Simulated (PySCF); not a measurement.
A GIAO shielding run with PySCF 2.14.0 with density-fitted response routines (density fitting, non-relativistic, gas phase) on `C=C=C[SiH](Cl)Cl`, C$_{3}$H$_{4}$Cl$_{2}$Si:

```
$ OMP_NUM_THREADS=1 python probes_run.py task.json out

{"job": {"kind": "nmr", "xc": "KT3", "basis": "pcSseg-2", "pop": false}, "charge": 0, "multiplicity": 1}
C      1.596635     0.456481    -0.052115
C      0.426407    -0.088724     0.143638
C     -0.767669    -0.601609     0.316464
Si    -2.287391     0.186943    -0.389115
Cl    -3.329457    -1.224322    -1.473925
Cl    -1.751188     1.744553    -1.617852
H      1.997066     1.195525     0.648749
H      2.203882     0.188009    -0.922008
H     -0.877914    -1.531346     0.891778
H     -3.212474     0.706222     0.647648
```

Hardware: 1 thread of an Arm Neoverse V1, shared host.

(1) How large is the calculation?

(2) How long does it take, and how much memory does it need?

(3) And these other runs on the same molecule and hardware: GIAO shielding at B3LYP/pcSseg-2; GIAO shielding at B97-D/pcSseg-2; GIAO shielding at BLYP/pcSseg-2; GIAO shielding at BP86/pcSseg-2; GIAO shielding at HF/pcSseg-2; GIAO shielding at KT2/pcSseg-2?

## Answers

(1) 70 electrons, 293 basis functions and 894 auxiliary functions.

(2) 49 s of wall time, with 16 SCF cycles; peak memory 0.95 GiB. Times on a shared host scatter by some tens of per cent.

(3) B3LYP/pcSseg-2: 293 functions, 34 s; B97-D/pcSseg-2: 293 functions, 44 s; BLYP/pcSseg-2: 293 functions, 46 s; BP86/pcSseg-2: 293 functions, 46 s; HF/pcSseg-2: 293 functions, 23 s; KT2/pcSseg-2: 293 functions, 48 s.
